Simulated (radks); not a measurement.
Results of a calculation; reference values are marked as such.
C+, 5 electrons, occupied as [He] 2s2 3d1 (not the ground configuration). Code: a radial shooting solver on a logarithmic mesh with Libxc functionals. Model: Dirac Kohn-Sham, PBE, spin-unpolarised, spherical densities, finite nucleus; open shells fill j = l - 1/2 first; Fermi nuclear charge, rms radius 2.4702 fm.

Normalised radial functions P(r) = r R(r) (large component), r in bohr:

```
   r/bohr * 1s1/2, o 3d3/2, + 3d5/2 (the largest magnitude, 1.73, reaches the edge; | marks zero, & curves that meet)
  0.01525 &           *
  0.01939 &              *
  0.02465 &                  *
  0.03158 &                      *
  0.04015 &                           *
  0.05104 &                                *
  0.06489 &                                      *
  0.08249 &                                           *
   0.1049 &                                                 *
   0.1333 &                                                    *
   0.1695 &                                                      *
   0.2154 &                                                     *
   0.2739 &                                                *
   0.3482 &                                        *
   0.4461 |&                             *
   0.5672 |&                  *
    0.721 | &        *
   0.9166 |  & *
    1.165 | * &
    1.481 *     &
    1.883 *        &
    2.394 *          &
    3.043 *            &
    3.869 *              &
    4.957 *             &
    6.302 *          &
    8.012 *      &
    10.18 *  &
    12.95 *&
    16.46 &
```

1s1/2: eigenvalue -302.01 eV, 0 radial nodes, <r> = 0.270 bohr, 90 % of the charge inside 0.485 bohr. 3d3/2: eigenvalue -4.412 eV, 0 radial nodes, <r> = 4.82 bohr, 90 % of the charge inside 7.43 bohr. 3d5/2 (empty): eigenvalue -4.412 eV, 0 radial nodes, <r> = 4.82 bohr, 90 % of the charge inside 7.43 bohr.
